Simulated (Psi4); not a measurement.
C$_{4}$H$_{12}$O$_{2}$Si, triplet, at the geometry of the source list (a higher spin typed on purpose: for a closed-shell molecule this is an excited state); Psi4 with SVWN/3-21G.

Psi4 was given this input:
```
memory 2 GB

molecule {
0 3
C    -1.94590000   -1.39060000    0.63670000
O    -0.61890000   -0.95920000    0.69300000
Si    0.08070000    0.34400000   -0.01650000
C    -0.67850000    1.98930000    0.54080000
C     0.01830000    0.16000000   -1.91570000
O     1.59490000    0.39160000    0.56900000
C     2.54260000   -0.63650000    0.62760000
H    -2.02320000   -2.30800000    1.22120000
H    -2.25080000   -1.59430000   -0.39240000
H    -2.61670000   -0.63810000    1.05870000
H    -1.71260000    2.06540000    0.21830000
H    -0.14440000    2.83910000    0.13110000
H    -0.66130000    2.08130000    1.62220000
H     0.47580000   -0.77320000   -2.23740000
H     0.54630000    0.96850000   -2.41190000
H    -1.00220000    0.16450000   -2.28970000
H     3.47000000   -0.21140000    1.01520000
H     2.19990000   -1.43250000    1.29280000
H     2.72610000   -1.05990000   -0.36300000
}

set {
  basis 3-21g
  reference uks
  soscf true
}

energy('svwn')
print_variables()
```

Output, abridged:

```
   => Loading Basis Set <=

    Name: 3-21G
    Role: ORBITAL
    Keyword: BASIS

         ---------------------------------------------------------
                                   SCF
               by Justin Turney, Rob Parrish, Andy Simmonett
                          and Daniel G. A. Smith
                              UKS Reference
         ---------------------------------------------------------

  ==> Geometry <==

    Molecular point group: c1
    Full point group: C1

    Geometry (in Angstrom), charge = 0, multiplicity = 3:

       Center              X                  Y                   Z               Mass
    ------------   -----------------  -----------------  -----------------  -----------------
         C           -2.080048055788    -1.408207288813     0.492997784097    12.000000000000
         O           -0.753048055788    -0.976807288813     0.549297784097    15.994914619570
         SI          -0.053448055788     0.326392711187    -0.160202215903    27.976926534650
         C           -0.812648055788     1.971692711187     0.397097784097    12.000000000000
         C           -0.115848055788     0.142392711187    -2.059402215903    12.000000000000
         O            1.460751944212     0.373992711187     0.425297784097    15.994914619570
         C            2.408451944212    -0.654107288813     0.483897784097    12.000000000000
         H           -2.157348055788    -2.325607288813     1.077497784097     1.007825032230
         H           -2.384948055788    -1.611907288813    -0.536102215903     1.007825032230
         H           -2.750848055788    -0.655707288813     0.914997784097     1.007825032230
         H           -1.846748055788     2.047792711187     0.074597784097     1.007825032230
         H           -0.278548055788     2.821492711187    -0.012602215903     1.007825032230
         H           -0.795448055788     2.063692711187     1.478497784097     1.007825032230
         H            0.341651944212    -0.790807288813    -2.381102215903     1.007825032230
         H            0.412151944212     0.950892711187    -2.555602215903     1.007825032230
         H           -1.136348055788     0.146892711187    -2.433402215903     1.007825032230
         H            3.335851944212    -0.229007288813     0.871497784097     1.007825032230
         H            2.065751944212    -1.450107288813     1.149097784097     1.007825032230
         H            2.591951944212    -1.077507288813    -0.506702215903     1.007825032230

  Running in c1 symmetry.

  Rotational constants: A =      0.07803  B =      0.05491  C =      0.04795 [cm^-1]
  Rotational constants: A =   2339.29147  B =   1646.10229  C =   1437.53614 [MHz]
  Nuclear repulsion =  419.974229689976653

  Charge       = 0
  Multiplicity = 3
  Electrons    = 66
  Nalpha       = 34
  Nbeta        = 32

  ==> Algorithm <==

  SCF Algorithm Type is DF.
  DIIS enabled.
  MOM disabled.
  Fractional occupation disabled.
  Guess Type is SAD.
  Energy threshold   = 1.00e-06
  Density threshold  = 1.00e-06
  Integral threshold = 1.00e-12

  ==> Primary Basis <==

  Basis Set: 3-21G
    Blend: 3-21G
    Number of shells: 61
    Number of basis functions: 91
    Number of Cartesian functions: 91
    Spherical Harmonics?: false
    Max angular momentum: 1

  ==> DFT Potential <==

   => LibXC <=

    Version 7.1.2
    S. Lehtola, C. Steigemann, M. J. T. Oliveira, and M. A. L. Marques,  SoftwareX 7, 1–5 (2018) (10.1016/j.softx.2017.11.002)

   => Composite Functional: SVWN <=

    Slater exchange
    Vosko, Wilk & Nusair (VWN5_RPA)
    P. A. M. Dirac,  Math. Proc. Cambridge Philos. Soc. 26, 376 (1930) (10.1017/S0305004100016108)
    F. Bloch,  Z. Phys. 57, 545 (1929) (10.1007/BF01340281)
    S. H. Vosko, L. Wilk, and M. Nusair,  Can. J. Phys. 58, 1200 (1980) (10.1139/p80-159)

    Deriv               =              1
    GGA                 =          FALSE
    Meta                =          FALSE

    Exchange Hybrid     =          FALSE
[...]
   @DF-UKS iter   1:  -592.96382212220908    2.50355e-01   1.35853e-02 DIIS/ADIIS
   @DF-UKS iter   2:  -591.67418974499469    1.28963e+00   2.05336e-02 DIIS/ADIIS
   @DF-UKS iter   3:  -593.31647554234610   -1.64229e+00   9.51769e-03 DIIS/ADIIS
   @DF-UKS iter   4:  -593.46162601694743   -1.45150e-01   7.16883e-03 SOKS, nmicro=5
Did not take a SOSCF step, using normal convergence methods
   @DF-UKS iter   5:  -587.62406210930089    5.83756e+00   3.31746e-02 DIIS/ADIIS
   @DF-UKS iter   6:  -593.36076060637413   -5.73670e+00   8.69804e-03 DIIS/ADIIS
   @DF-UKS iter   7:  -593.71343233562004   -3.52672e-01   1.63197e-03 SOKS, nmicro=5
   @DF-UKS iter   8:  -593.73160095030983   -1.81686e-02   4.01781e-04 SOKS, nmicro=5
   @DF-UKS iter   9:  -593.73292511671809   -1.32417e-03   8.61342e-05 SOKS, nmicro=5
   @DF-UKS iter  10:  -593.73299147003797   -6.63533e-05   2.68967e-05 SOKS, nmicro=5
   @DF-UKS iter  11:  -593.73299692385115   -5.45381e-06   8.60540e-06 SOKS, nmicro=5
   @DF-UKS iter  12:  -593.73299764187436   -7.18023e-07   4.23132e-06 SOKS, nmicro=5
   @DF-UKS iter  13:  -593.73299776667807   -1.24804e-07   1.60432e-06 SOKS, nmicro=5
   @DF-UKS iter  14:  -593.73299779057800   -2.38999e-08   8.45617e-07 SOKS, nmicro=conv
  Energy and wave function converged.

  ==> Post-Iterations <==

   Electrons on quadrature grid:
      Nalpha   =   33.9999468144 ; deviation = -5.319e-05
      Nbeta    =   31.9999934557 ; deviation = -6.544e-06
      Ntotal   =   65.9999402701 ; deviation = -5.973e-05

   @Spin Contamination Metric:   9.932557580E-04
   @S^2 Expected:                2.000000000E+00
   @S^2 Observed:                2.000993256E+00
   @S   Expected:                1.000000000E+00
   @S   Observed:                1.000000000E+00

    Orbital Energies [Eh]
    ---------------------

    Alpha Occupied:

[...]
      34A      0.020031

    Alpha Virtual:

[...]
    Beta Occupied:

[...]
    Beta Virtual:

[...]
    Final Occupation by Irrep:
              A
    DOCC [    32 ]
    SOCC [     2 ]
    NA   [    34 ]
    NB   [    32 ]

  @DF-UKS Final Energy:  -593.73299779057800

   => Energetics <=

    Nuclear Repulsion Energy =            419.9742296899766529
    One-Electron Energy =               -1651.7878678414886053
    Two-Electron Energy =                 699.7289916006633348
    DFT Exchange-Correlation Energy =     -61.6483512397294149
    Empirical Dispersion Energy =           0.0000000000000000
    VV10 Nonlocal Energy =                  0.0000000000000000
    Total Energy =                       -593.7329977905779970

  UHF NO Occupations:
  HONO-2 :   32  A 1.9998123
  HONO-1 :   33  A 1.0000000
  HONO-0 :   34  A 1.0000000
  LUNO+0 :   35  A 0.0001877
  LUNO+1 :   36  A 0.0000961
  LUNO+2 :   37  A 0.0000523
  LUNO+3 :   38  A 0.0000304

Computation Completed

Properties will be evaluated at   0.000000,   0.000000,   0.000000 [a0]

Properties computed using the SCF density matrix

 Multipole Moments:

 ------------------------------------------------------------------------------------
     Multipole            Electronic (a.u.)      Nuclear  (a.u.)        Total (a.u.)
 ------------------------------------------------------------------------------------

 L = 1.  Multiply by 2.5417464519 to convert [e a0] to [Debye]
 Dipole X            :          2.3437710           -2.4378822           -0.0941111
 Dipole Y            :         -0.0947021           -0.0987969           -0.1934990
 Dipole Z            :          2.4300298           -2.6793411           -0.2493113
 Magnitude           :                                                    0.3293249

 ------------------------------------------------------------------------------------

  Variable Map:
  ----------------------------------------------------------------------------
[...]
  Array Variable Map:
  ----------------------------------------------------------------------------
[...]
[...]
```
